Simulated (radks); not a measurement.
The numbers below are computed, except where a source is named.
Numerical settings for the boron ion B2+, [He] 2s1. Code: a radial shooting solver on a logarithmic mesh with Libxc functionals. Model: scalar-relativistic Kohn-Sham, r2SCAN, spin-unpolarised, spherical densities, finite nucleus; meta-GGA in the generalised Kohn-Sham scheme; Fermi nuclear charge, rms radius 2.406 fm; without spin polarisation the odd electron is poorly described. The defaults (mesh step 0.008 in ln r, mesh end at 40 bohr or more with all orbitals vanishing there, Anderson mixing 0.5 over 9 steps, residual threshold near 1e-9 with the energy settled to 1e-9 hartree or 1e-11 of itself, here a cap of 77 iterations) give E = -23.387 hartree and 2s at -31.382 eV in 16 iterations. Run on one thread of a shared host, so times are rough (Intel(R) Xeon(R) 6975P-C): 0.03 s of CPU time, 0.03 s wall, 16 iterations on 2189 mesh points. Changes against that run (0 stands for a change within the tolerance of the run):

| setting | iterations | converged | E (mhartree) | e(2s) (meV) | CPU (s) |
|---|---|---|---|---|---|
| mesh step in ln r 0.08 | 77 | no | -33 | - | 0.06 |
| mesh step in ln r 0.005 | 17 | yes | 0 | 0 | 0.05 |
| mesh step in ln r 0.02 | 11 | yes | 0 | 0 | 0.01 |
| mesh end (bohr) 8 | 16 | yes | 0 | +0.0406 | 0.03 |
| mesh end (bohr) 12 | 16 | yes | 0 | 0 | 0.03 |
| residual threshold 0.1 | 9 | yes | 0 | +0.0448 | 0.02 |
| residual threshold 1e-13 | 77 | no | 0 | 0 | 0.11 |
| mixing 1.5 | 18 | yes | 0 | 0 | 0.03 |
| linear mixing, mixing 0.2 | 75 | yes | 0 | 0 | 0.11 |
| linear mixing, mixing 0.05 | 77 | no | +0.033 | -210 | 0.12 |
| mixing history 2 | 77 | no | 0 | 0 | 0.1 |
| iteration cap 2 | 2 | no | +32.1 | -1.05e+04 | 0 |

No run marked as converged misses the energy by more than 1 mhartree. A mesh that ends early acts as a hard wall.
